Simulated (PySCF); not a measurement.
How methods differ on the ionisation energy of F⁺

F⁺ [He] 2s2 2p4 (3P) → F²⁺ [He] 2s2 2p3 (4S), as a difference of total energies. All numbers are calculated (PySCF 2.14, no relativity, point nucleus, in def2-QZVPPD). Correlated levels: valence: 1s2 frozen; valence and next inner shell: nothing frozen. The calculations carry no spin-orbit coupling.

```tsv
method	ionisation energy (eV)
UHF	33.401
LDA	35.279
PBE	35.428
PBE0	35.259
r2SCAN	35.124
TPSSh	35.398
wB97M-V	35.133
HSE06	35.300
PW91	35.540
ROHF	33.351
MP2 (valence)	34.744
SCS-MP2 (valence)	34.875
MP2 (valence and next inner shell)	34.763
SCS-MP2 (valence and next inner shell)	34.883
```

**Question.** How much does correlation contribute at MP2 (valence and next inner shell)?

**Answer.** 34.763 − (33.401) = 1.362 eV, measured against UHF.

A first-order spin-orbit estimate (lowest level to lowest level, LS coupling) adds 0.020 eV.

Errors of the correlated levels include the incompleteness of this basis and the frozen core.

For comparison: 34.971 eV (measured; NIST Atomic Spectra Database, ionization energies).
